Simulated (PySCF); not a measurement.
C3H2O, SMILES C=C=C=O. Atoms are numbered in the order given.

```xyz
6

C     -0.1019     1.8405     0.0000
C      0.2804     0.5657     0.0000
C     -0.0054    -0.7045     0.0000
O     -0.0639    -1.8770     0.0000
H      0.6321     2.6587     0.0000
H     -1.1597     2.1466     0.0000
```
Charge 0, spin multiplicity 1.

Coordinates come from a r2SCAN-D4/def2-SVP optimisation.

Level of theory: r2SCAN-D4/def2-SVP in PySCF 2.14.0.

Frequencies are harmonic and unscaled.

| mode | ν (cm⁻¹) | IR (km/mol) | Raman (Å⁴/amu) | depolarisation | moving atoms (share of kinetic energy) |
|---|---|---|---|---|---|
| 1 | 148 | 21.2 | 5.5 | 0.75 | C 68 %, H 21 %, O 11 % |
| 2 | 264 | 1.0 | 5.2 | 0.75 | C 47 %, H 36 %, O 18 % |
| 3 | 480 | 14.2 | 4.9 | 0.58 | C 81 %, O 19 % |
| 4 | 700 | 20.7 | 1.9 | 0.75 | C 78 %, H 15 % |
| 5 | 952 | 4.9 | 33.2 | 0.22 | C 53 %, O 34 %, H 14 % |
| 6 | 998 | 20.2 | 0.6 | 0.75 | H 73 %, C 27 % |
| 7 | 1049 | 10.0 | 5.3 | 0.14 | H 71 %, C 28 % |
| 8 | 1454 | 1.2 | 20.0 | 0.58 | H 87 %, C 10 % |
| 9 | 1780 | 12.4 | 1.4 | 0.68 | C 81 %, O 16 % |
| 10 | 2270 | 806.3 | 30.6 | 0.40 | C 84 %, O 16 % |
| 11 | 3072 | 28.6 | 185.9 | 0.12 | H 95 % |
| 12 | 3163 | 6.2 | 143.5 | 0.69 | H 89 %, C 11 % |
